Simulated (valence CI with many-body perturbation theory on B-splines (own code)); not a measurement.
**Ce I: calculation against measured levels**

Computed by valence CI with perturbative core correlation (CI+MBPT): four valence electrons over a frozen Dirac-Fock core [Xe], radial functions for each j: 8 s, 8 p, 9 d, 9 f, 6 g, 3 h, 2 i, with the one-electron correlation potential Σ1, the two-electron term Σ2, the three-electron term Σ3, Breit, model QED; selected CI, second order for the rest (own B-spline code, finite nucleus).

Set against measurement, 61 paired levels are off by 235 cm⁻¹ on average, the worst by 892. These come from a selection out of the NIST Handbook of Basic Atomic Spectroscopic Data. Levels without a partner in it may be off by more, other configurations by several thousand cm⁻¹. Among the levels kept, up to 540 cm⁻¹ of a level comes from second order outside the variational space, and about a tenth of that is noise between levels of different J, which matters for small intervals. 3 measured levels below the end of the list, from 5637 cm⁻¹ on, found no clear computed partner.

Measured levels: NIST Handbook of Basic Atomic Spectroscopic Data (Sansonetti and Martin, J. Phys. Chem. Ref. Data 34, 1559 (2005)). Pairs share parity and J, and are chosen by configuration, term and nearness in energy; levels without a clear partner are left out. Energies in cm⁻¹ above the measured ground level. The last column is blank where CI alone has no clear partner.

Names give the largest LS component (configuration and term), which can be under half, so a name can repeat, a term be missing and a line seem to break the LS rules; names also repeat where a configuration has a term twice. Letters in brackets count levels of one name in rising energy.

```
     Computed label          Label in the source  Measured  Computed  Difference  CI alone, difference
    4f 5d 6s2 1G°_4                4f 5d 6s2 1G°         0       0.0           0                     0
    4f 5d 6s2 3F°_2                4f 5d 6s2 3F°     228.8     256.4         +28                  +287
    4f 5d 6s2 3H°_4                4f 5d 6s2 3H°    1279.4    1324.3         +45                  -136
4f 5d2 6s 5H°_3 [a]                4f 5d 6s2 3G°    1388.9    1402.0         +13                      
    4f 5d 6s2 3F°_3                4f 5d 6s2 3F°    1663.1    1680.0         +17                  -276
    4f 5d 6s2 3H°_5                4f 5d 6s2 3H°    2208.7    2258.4         +50                  -231
4f 5d2 6s 5H°_3 [b]  4f(2F°) 5d2(3F) 6s (4F) 5H°    2369.1    2243.7        -125                      
    4f 5d 6s2 1D°_2                4f 5d 6s2 1D°    2378.8    2464.2         +85                 +1126
    4f 5d2 6s 5H°_4  4f(2F°) 5d2(3F) 6s (4F) 5H°    2437.6    2132.1        -306                      
    4f 5d 6s2 3F°_4                4f 5d 6s2 3F°    3100.2    3176.0         +76                  -495
    4f 5d2 6s 5I°_4  4f(2F°) 5d2(3F) 6s (4F) 5I°    3196.6    2883.2        -313                      
    4f 5d2 6s 3G°_5      4f(2F°) 5d2(3F) 6s (4F)    3210.6    2865.7        -345                      
    4f 5d 6s2 3G°_4                    4f 5d 6s2    3312.2    3345.4         +33                      
    4f 5d 6s2 3D°_1                4f 5d 6s2 3D°    3710.5    4116.7        +406                      
    4f 5d2 6s 5I°_5  4f(2F°) 5d2(3F) 6s (4F) 5I°    3764.0    3466.4        -298                      
    4f 5d2 6s 3P°_0      4f(2F°) 5d2(3F) 6s (4F)    3974.5    3729.8        -245                      
    4f 5d 6s2 3H°_6                4f 5d 6s2 3H°    3976.1    3979.5          +3                  -622
    4f 5d2 6s 3P°_1      4f(2F°) 5d2(3F) 6s (4F)    4021.0    3741.7        -279                      
    4f 5d2 6s 3G°_3  4f(2F°) 5d2(3F) 6s (4F) 3G°    4160.3    3852.9        -307                      
    4f 5d2 6s 3G°_4      4f(2F°) 5d2(3F) 6s (4F)    4173.5    3939.7        -234                      
    4f 5d 6s2 3G°_5                4f 5d 6s2 3G°    4199.4    4606.1        +407                      
    4f 5d2 6s 5H°_5      4f(2F°) 5d2(3F) 6s (4F)    4417.6    3907.9        -510                      
4f 5d2 6s 5H°_6 [a]  4f(2F°) 5d2(3F) 6s (4F) 5I°    4455.8    4110.8        -345                      
4f 5d2 6s 5H°_6 [b]  4f(2F°) 5d2(3F) 6s (4F) 5H°    4746.6    4462.2        -284                      
       4f2 6s2 3H_4                   4f2 6s2 3H    4762.7    5655.0        +892                      
    4f 5d 6s2 3D°_2                4f 5d 6s2 3D°    4766.3    5114.9        +349                      
    4f 5d 6s2 3D°_3                4f 5d 6s2 3D°    5006.7    5360.5        +354                      
    4f 5d2 6s 3S°_1  4f(2F°) 5d2(3F) 6s (4F) 3S°    5097.8    4763.7        -334                      
    4f 5d2 6s 5D°_2      4f(2F°) 5d2(3F) 6s (4F)    5210.9    4884.7        -326                      
    4f 5d2 6s 5H°_7  4f(2F°) 5d2(3F) 6s (4F) 5I°    5315.8    4962.5        -353                      
4f 5d2 6s 3F°_2 [a]  4f(2F°) 5d2(3F) 6s (4F) 5G°    5409.2    5328.6         -81                      
4f 5d2 6s 5D°_3 [a]      4f(2F°) 5d2(3F) 6s (4F)    5519.8    5220.4        -299                      
    4f 5d2 6s 5D°_0      4f(2F°) 5d2(3F) 6s (4F)    5571.2    5431.9        -139                      
4f 5d2 6s 3F°_4 [a]      4f(2F°) 5d2(3F) 6s (4F)    5572.1    5260.5        -312                      
    4f 5d2 6s 5F°_1  4f(2F°) 5d2(3F) 6s (4F) 5F°    5674.8    5538.7        -136                      
    4f 5d2 6s 5I°_7  4f(2F°) 5d2(3F) 6s (4F) 5H°    5802.1    5446.2        -356                      
    4f 5d2 6s 5F°_2  4f(2F°) 5d2(3F) 6s (4F) 5F°    5904.0    5838.8         -65                      
4f 5d2 6s 5D°_3 [b]  4f(2F°) 5d2(3F) 6s (4F) 5G°    6234.8    6107.1        -128                      
       4f2 6s2 3H_5                   4f2 6s2 3H    6238.9    7123.3        +884                      
    4f 5d2 6s 3P°_2                    4f 5d 6s2    6304.0    6260.4         -44                      
4f 5d2 6s 5G°_3 [a]  4f(2F°) 5d2(3F) 6s (4F) 5F°    6337.1    6288.9         -48                      
4f 5d2 6s 3H°_4 [a]      4f(2F°) 5d2(3F) 6s (2F)    6475.5    5936.9        -539                      
    4f 5d 6s2 1F°_3                    4f 5d 6s2    6621.9    6719.2         +97                      
4f 5d2 6s 3I°_5 [a]      4f(2F°) 5d2(3F) 6s (4F)    6663.2    6402.9        -260                      
    4f 5d2 6s 5I°_8  4f(2F°) 5d2(3F) 6s (4F) 5I°    6809.1    6484.1        -325                 +5401
4f 5d2 6s 3F°_2 [b]      4f(2F°) 5d2(3F) 6s (4F)    6836.6    6686.8        -150                      
4f 5d2 6s 3H°_4 [b]  4f(2F°) 5d2(3F) 6s (4F) 5G°    6856.6    6765.7         -91                      
    4f 5d2 6s 3F°_3      4f(2F°) 5d2(3F) 6s (4F)    7169.8    7008.1        -162                      
    4f 5d2 6s 5F°_4  4f(2F°) 5d2(3F) 6s (4F) 5F°    7174.2    6980.6        -194                      
    4f 5d2 6s 5G°_4      4f(2F°) 5d2(3F) 6s (2F)    7348.3    7093.0        -255                      
    4f 5d2 6s 3I°_6      4f(2F°) 5d2(3F) 6s (4F)    7696.2    7368.6        -328                      
4f 5d2 6s 3I°_5 [b]     4f(2F°) 5d2(3F) 6s (4F)?    7715.2    7492.3        -223                      
    4f 5d2 6s 5G°_5     4f(2F°) 5d2(3F) 6s (2F)?    7842.0    7682.8        -159                      
    4f 5d2 6s 1P°_1      4f(2F°) 5d2(1D) 6s (2D)    7853.1    7595.5        -258                      
4f 5d2 6s 3F°_4 [b]      4f(2F°) 5d2(3F) 6s (4F)    7890.4    7615.6        -275                      
    4f 5d2 6s 5F°_5  4f(2F°) 5d2(3F) 6s (4F) 5F°    7933.6    7800.7        -133                      
    4f 5d2 6s 3H°_6  4f(2F°) 5d2(3F) 6s (4F) 5G°    8055.5    7860.2        -195                      
    4f 5d2 6s 5G°_2  4f(2F°) 5d2(3P) 6s (4P) 5G°    8088.9    7866.0        -223                      
    4f 5d2 6s 5P°_2  4f(2F°) 5d2(3F) 6s (4F) 5P°    8101.2    7975.4        -126                      
    4f 5d2 6s 5P°_3  4f(2F°) 5d2(3F) 6s (4F) 5P°    8270.2    8137.2        -133
```

The table shows the lowest 60 pairs. Over 61 excited levels the mean absolute difference is 235 cm⁻¹, the median 223 and the largest 892. For the 8 levels that pair on every rung the mean is CI alone 1072, + Σ1 803, + Σ2 97, + Σ3 106, + Breit 74, + QED 79. The comparison draws on a selection of the measured levels: 62 of the 68 computed ones have a partner in it, and others may be off by more.

These 3 measured levels below the end of the computed list are not counted above. Beside each stands the unpaired computed level of its name, or else the nearest of its J and parity; the gap is either an error of the method or a doubtful assignment.

| Label in the source | J | Measured | Unpaired level | Computed |
| --- | --- | --- | --- | --- |
| 4f 5d 6s2 | 1 | 5637 | 4f 5d 6s2 3P°_1 | 5576 |
| 4f(2F°) 5d2(3F) 6s (4F) 5G° | 5 | 7467 | 4f 5d2 6s 3H°_5 | 7240 |
| 4f2 6s2 3H | 6 | 7780 | none |  |
